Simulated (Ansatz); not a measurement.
AlBr3, charge -1, doublet, at a GFN2-xTB geometry (such geometries of metal compounds can be far from the true shape) (a state made from the parent by changing its charge; the spin is typed, not shown lowest) (a gas-phase anion, which may not be bound at this level). Base run: B3LYP/cc-pVDZ (Ansatz, an electronic-structure program).

Here is a job for Ansatz.
Ansatz 0.2 input:
```yaml
crystal:
  periodic: [false, false, false]
  atoms:
    - {symbol: Al, position_ang: [-0.32189270, 0.11479649, -0.20406704]}
    - {symbol: Br, position_ang: [-1.83660573, -1.77411671, 0.10868846]}
    - {symbol: Br, position_ang: [0.35206382, 2.30354843, -1.04982837]}
    - {symbol: Br, position_ang: [1.60410206, -0.57207041, 1.01693624]}
basis:
  gaussian:
    orbitals: cc-pVDZ
hamiltonian:
  xc: b3lyp
total_charge: -1
magnetization: {spin_polarized: true, initial_magnetization: 1}
```

Variants of this job, named by their change:

```tsv
change	E (Eh)	<S^2>	core-seconds (rough)
base	-7965.14412	0.753	10
functional = pbe0; dispersion = d3bj	-7964.04680	0.754	10
functional = wB97X	-7965.11653	0.754	30
functional = blyp; dispersion = d3bj	-7965.12176	0.752	10
functional = B97M-V	-7963.58442	0.754	20
functional = BHLYP	-7965.01893	0.754	10
functional = b3lyp5	-7964.67200	0.753	9
functional = lc_wpbe	-7963.88714	0.755	10
functional = pbe; dispersion = d4	-7963.75211	0.754	10
functional = revpbe	-7964.32268	0.754	10
functional = r2scan	-7964.97884	0.757	30
functional = pbe0	-7964.04175	0.754	10
functional = wB97X-V	-7964.29047	0.753	20
```

Totals shift with the method and basis; they matter in differences.

A gas-phase anion may not be bound at this level; its values then depend on the basis.
